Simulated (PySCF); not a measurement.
## Calculated NMR parameters of Methyl(difluoro)silyl chloride

| Item | Value |
| --- | --- |
| Formula | CH3ClF2Si |
| SMILES | C[Si](F)(F)Cl |
| InChI | InChI=1S/CH3ClF2Si/c1-5(2,3)4/h1H3 |
| Point group of the computed structure | Cs |
| Degrees of unsaturation | 0 |
| Carbon signals | 1 |
| Proton signals | 1 |

Structure with atom numbers: `[CH3:1][Si:2]([F:3])([F:4])[Cl:5]`; H(Xn) means a hydrogen on atom n.

Theory: B97-2/pcSseg-2 with gauge-including orbitals, geometry from PBE0-D3(BJ)/def2-TZVP, in PySCF 2.14.0 with density-fitted response routines (non-relativistic Hamiltonian, no solvent model, rapidly exchanging positions averaged, one conformer).

δ = σ(ref) − σ, references computed at the same level: TMS for ¹H (σ = 31.64 ppm) and ¹³C (σ = 185.38 ppm) and ²⁹Si (σ = 348.46 ppm); CFCl3 for ¹⁹F (σ = 175.98 ppm).

| carbon | δC, type | δH (multiplicity) | HMBC from (2–3 bonds) | span of the C tensor (ppm) |
| --- | --- | --- | --- | --- |
| C1 | -2.2, CH3 | 0.53 (m) | – | 14 |

Other nuclei:
```csv
atoms,nucleus,environment,δ (ppm),σ (ppm)
F3/F4,¹⁹F,fluorine bonded to Si,-130.3,306.3
Si2,²⁹Si,"silicon bonded to C, Cl, 2 F",-21.5,369.9
```

- δC -2.2: methyl carbon bonded to Si; an electropositive neighbour leaves it electron-rich and shielded.
- δH 0.53: hydrogen on a methyl carbon bonded to Si; an electropositive neighbour shields it, as in TMS itself.

Splittings by ¹⁹F in the carbon and heteronuclear signals aren't shown, as no couplings were computed. Shifts are as computed. Against solution values, carbons near 30 ppm lie about +3 ppm off and those near 130 ppm about +7 ppm. Of 1211 compounds with measured shifts, 218 miss one by over three times the rms of a fit or turn the order of signals round; such compounds aren't used in these exercises. Unscaled 19F shifts against computed CFCl3 carry errors that often reach 10 to 50 ppm.
